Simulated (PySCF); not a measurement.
CH5F2NOSi.

```xyz
11

C     -1.9336    -0.8609    -0.9245
O     -1.2273     0.2292    -0.3646
Si     0.3163     0.1777     0.1662
N      1.3685    -0.4699    -0.9994
F      0.6399     1.6871     0.6271
F      0.4884    -0.7340     1.4866
H     -1.2834    -1.4837    -1.5634
H     -2.3619    -1.5004    -0.1336
H     -2.7587    -0.4674    -1.5373
H      2.2362    -0.9171    -0.7227
H      1.4250    -0.0761    -1.9326
```

Geometry: B3LYP-D3(BJ)/def2-SVP. The structure was generated by enumeration, and PubChem lists no compound with its InChIKey, so it may never have been made. Other conformers were not sampled.

These are PBE/pcSseg-1 in PySCF values and carry that method's errors. Non-relativistic, no solvent.

### Question
Give the absolute GIAO shielding of each atom: isotropic value and principal components (ppm). (Estimate from the structure and the level; the computed values follow.)

### Answer

```tsv
atom	σ(iso)	σ11	σ22	σ33	span
C1	124.1	95.0	97.2	180.1	85.1
O2	293.7	226.3	305.9	348.7	122.4
Si3	403.1	377.4	398.1	433.6	56.2
N4	247.1	211.0	255.4	274.8	63.8
F5	306.5	255.8	270.4	393.3	137.5
F6	321.6	272.9	289.3	402.4	129.4
H7	27.3	22.8	26.0	32.9	10.1
H8	27.3	23.1	24.8	33.9	10.9
H9	27.5	23.4	25.0	34.0	10.5
H10	30.5	23.5	26.3	41.8	18.2
H11	30.8	24.1	26.4	42.0	17.9
```
